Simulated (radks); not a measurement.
Problem. Pd+, configuration [Kr] 4d9. Calculated with a radial shooting solver on a logarithmic mesh with Libxc functionals: scalar-relativistic Kohn-Sham, BLYP, spin-polarised, spherical densities, finite nucleus; open shells are filled with parallel spins first (spin-orbit coupling, left out, can overturn this in heavy ions); Fermi nuclear charge, rms radius 4.5318 fm. Some entries of the table are withheld. Estimate them.

orbital,occ.,eigenvalue (hartree),<r> (bohr),r(max) (bohr)
1s down,1,-888.6285,0.03185,0.02066
1s up,1,-888.6285,0.03185,0.02066
2s up,1,-130.1026,0.1383,0.1168
2s down,1,-130.0966,0.1383,0.1168
2p up,3,-116.7021,0.1206,0.09338
2p down,3,-116.6975,0.1206,0.09338
3s up,1,-23.78870,0.3794,0.3418
3s down,1,-23.78564,0.3794,0.3418
3p up,3,-19.38500,0.3788,0.3350
3p down,3,-19.38152,0.3788,0.3350
3d up,5,-12.38619,0.3577,0.2822
3d down,5,-12.38079,0.3577,0.2822
4s up,1,(1),0.9448,0.8508
4s down,1,(2),0.9443,0.8502
4p up,3,-2.30533,1.040,0.9090
4p down,3,-2.27961,1.039,0.9084
4d up,5,-0.54620,1.461,1.087
4d down,4,-0.52268,1.474,1.088

Solution. 
(1) 4s up eigenvalue (hartree): -3.56326
(2) 4s down eigenvalue (hartree): -3.53839
